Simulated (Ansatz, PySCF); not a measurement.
Donor–acceptor adduct: BH3 (SMILES B) (first 4 atoms) with C2H6O (SMILES COC); geometry from B3LYP-D3(BJ)/def2-TZVP.
(charge 0, multiplicity 1):
```xyz
13

B      0.14919     0.22652     1.09459
H      1.28059     0.51303     0.80576
H     -0.68600     1.01995     0.75031
H     -0.14383    -0.93133     0.90094
C     -1.16373     0.17626     3.32437
O      0.13815     0.36415     2.74530
C      1.15283    -0.42371     3.38970
H     -1.11015     0.40816     4.38769
H     -1.49260    -0.85312     3.16804
H     -1.83110     0.86194     2.81364
H      1.16341    -0.17934     4.45152
H      2.09472    -0.15592     2.92333
H      0.94807    -1.48546     3.23812
```

Counterpoise-corrected where a basis set is named; no monomer relaxation.

Frozen-core correlation.

The values were computed with Ansatz (a program for electronic structure); PySCF for the dispersion terms. Values without a source in brackets are computed.

Task: Estimate the interaction energy that SCS-MP2/aug-cc-pVDZ returns for this input.

Result: -27.2 kcal/mol

Task: What interaction energy does BHLYP-D3(BJ)/def2-TZVPPD give?

Result: -32.6 kcal/mol

Task: What is the computed interaction energy (BLYP/def2-TZVPPD)?

Result: -26.2 kcal/mol
